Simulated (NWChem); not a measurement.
System meant: BeBrF; SMILES [F][Be][Br]

Here is an NWChem input.

```
start job
memory heap 200 mb stack 900 mb global 1100 mb
geometry units angstroms noautosym nocenter noautoz
  Be     0.000000     0.000000     1.156386
  F      0.000000     0.000000     2.542201
  Br     0.000000     0.000000    -0.794495
end
basis spherical
  Be library 6-31g*
  F library 6-31g*
  Br library 6-31g*
end
dft
  xc m06-l
  iterations 150
end
property
  shielding
end
task dft property
```

End of the output:

```
 Vector   27  Occ=0.000000D+00  E= 1.924947D-02
              MO Center=  1.9D-08,  1.9D-08,  1.0D+00, r^2= 3.1D+00
   Bfn.  Coefficient  Atom+Function         Bfn.  Coefficient  Atom+Function
  ----- ------------  ---------------      ----- ------------  ---------------
     8      0.481946  1 Be py                 7      0.448267  1 Be px
     4      0.371125  1 Be py                 3      0.345190  1 Be px
    40     -0.192203  3 Br py                44     -0.190290  3 Br py
    39     -0.178771  3 Br px                43     -0.176992  3 Br px
    18     -0.163575  2 F  py                22     -0.161446  2 F  py

 center of mass
 --------------
 x =   0.00000000 y =   0.00000000 z =  -0.08358844

 moments of inertia (a.u.)
 ------------------
         660.889185609520           0.000000000000           0.000000000000
           0.000000000000         660.889185609520           0.000000000000
           0.000000000000           0.000000000000           0.000000000000

     Multipole analysis of the density
     ---------------------------------

     L   x y z        total         alpha         beta         nuclear
     -   - - -        -----         -----         ----         -------
     0   0 0 0     -0.000000    -24.000000    -24.000000     48.000000

     1   1 0 0     -0.000000     -0.000000     -0.000000      0.000000
     1   0 1 0     -0.000000     -0.000000     -0.000000      0.000000
     1   0 0 1     -0.023853      0.273396      0.273396     -0.570644

     2   2 0 0    -20.118360    -10.059180    -10.059180      0.000000
     2   1 1 0     -0.000000     -0.000000     -0.000000      0.000000
     2   1 0 1     -0.000000     -0.000000     -0.000000      0.000000
     2   0 2 0    -20.118360    -10.059180    -10.059180      0.000000
     2   0 1 1      0.000000      0.000000      0.000000      0.000000
     2   0 0 2    -24.514200   -165.110738   -165.110738    305.707275

          -----------------------------------------
          Chemical Shielding Tensors (GIAO, in ppm)
          -----------------------------------------

 ------------------------------------------------------------------------
  xm06: d2 not coded                    0
 ------------------------------------------------------------------------
 ------------------------------------------------------------------------
  current input line :
    20: task dft property
 ------------------------------------------------------------------------
 ------------------------------------------------------------------------
 This error has not yet been assigned to a category
 ------------------------------------------------------------------------
 For more information see the NWChem manual at https://nwchemgit.github.io

0: xm06: d2 not coded:Received an Error in Communication
```

Task: What is wrong, and how is it mended?

Result: The run crashed. Cause: this functional's second derivatives, which shieldings need, aren't coded here; the fix takes a hybrid GGA instead. This input runs:
```
start job
memory heap 200 mb stack 900 mb global 1100 mb
geometry units angstroms noautosym nocenter noautoz
  Be     0.000000     0.000000     1.156386
  F      0.000000     0.000000     2.542201
  Br     0.000000     0.000000    -0.794495
end
basis spherical
  * library 6-31g*
end
dft
  xc pbe0
  iterations 150
end
property
  shielding
end
task dft property
```
It converges to -2688.16400 Ha (PBE0/6-31G* (spherical d), GIAO).
